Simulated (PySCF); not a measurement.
# Ionisation energy of Er⁶⁶⁺ by level of theory

Er⁶⁶⁺ 1s2 → Er⁶⁷⁺ 1s1 [1s1/2^1, M_J = 1/2], as a difference of total energies. All numbers are calculated (PySCF 2.14, the two-component X2C-1e Hamiltonian, in an even-tempered Gaussian basis (15 s from 200 bohr⁻², ratio 2.4; 11 p from 260 bohr⁻², ratio 2.4; 3 d from 820 bohr⁻², ratio 2.6; 3 f from 1200 bohr⁻², ratio 2.6)). Correlated levels: nothing frozen; the 30 highest virtual spinors dropped. "Screened" scales the spin-orbit matrix elements by Boettger's factors to mimic the two-electron term; Breit and QED terms are absent.

```tsv
method	ionisation energy (eV)
GHF (screened spin-orbit)	65997.8
GMP2 (screened spin-orbit)	65999.6
GHF (bare spin-orbit)	65997.8
GMP2 (bare spin-orbit)	65999.6
```

For this ion Breit and QED terms and the two-electron picture change, all absent here, outweigh the correlation shift from GHF to GMP2.

For comparison: 65848.24 ± 0.12 eV (theoretical estimate listed by NIST; NIST Atomic Spectra Database, ionization energies).
